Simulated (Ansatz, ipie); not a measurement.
CN (SMILES [C]#N), multiplicity 2, with the C1–N2 bond stretched and the rest rigid; cc-pVDZ, all electrons correlated; total energies in hartree.
Geometry at rest (charge 0, multiplicity 2):
| atom | x (Å) | y (Å) | z (Å) |
|---|---|---|---|
| C | 0.0000 | 0.0000 | -0.6258 |
| N | 0.0000 | 0.0000 | 0.5364 |

Phaseless AFQMC takes the named determinant as trial and start, 200 walkers, a time step of 0.005 inverse hartree and 400 blocks of 25 steps, of which the first fifth is dropped; its bars are rough statistical errors and leave out the phaseless and time-step bias. At long bonds its restricted trial need not be the state that the restricted coupled-cluster runs follow.

Programs: Ansatz (Gaussian basis) for Hartree–Fock, density functionals and correlated methods; ipie for AFQMC. Values without a source in brackets are computed.

```
level               R = 1.16 Å         R = 1.51 Å         R = 1.86 Å         R = 2.32 Å         R = 3.02 Å
-----------  -----------------  -----------------  -----------------  -----------------  -----------------
RO-HF                 -92.1974           -92.0359           -91.8663           -91.6973           -91.5554
RO-MP2                -92.4682           -92.3919           -92.2429           -92.2944           -92.4858
U-MP2                 -92.4410           -92.3206           -92.2147           -92.2026           -92.2038
RO-CCSD               -92.4796           -92.3744           -92.2367           -92.1761           -92.2391
U-CCSD                -92.4796           -92.3856           -92.2660           -92.2404           -92.2407
RO-CCSD(T)            -92.4932           -92.4025           -92.2861           -92.3902           -92.2479
RO-CCSDT              -92.4943           -92.4023           -92.2842           -92.2428           -92.2429
RO-CCSDT(Q)           -92.4958           -92.4071           -92.2820           -92.2328           -92.2209
AFQMC@ROHF   -92.4888 ± 0.0027  -92.3768 ± 0.0074  -92.2865 ± 0.0049  -92.1311 ± 0.0039  -92.0824 ± 0.0017
AFQMC@UHF    -92.4967 ± 0.0033                  -  -92.2922 ± 0.0021  -92.1886 ± 0.0017                  -
```

AFQMC runs whose block means still drift are left out.

Doubts at one or more of the structures used: a spin-contaminated determinant (U-MP2/cc-pVDZ, U-CCSD/cc-pVDZ); T1 above 0.05 (RO-CCSD/cc-pVDZ, U-CCSD/cc-pVDZ, RO-CCSD(T)/cc-pVDZ, RO-CCSDT/cc-pVDZ, RO-CCSDT(Q)/cc-pVDZ); other coupled-cluster roots lie near (RO-CCSD/cc-pVDZ, RO-CCSD(T)/cc-pVDZ, RO-CCSDT/cc-pVDZ, RO-CCSDT(Q)/cc-pVDZ); the program's own flag: large difference, lower state (U-CCSD/cc-pVDZ).

Ansatz is a program for electronic structure.
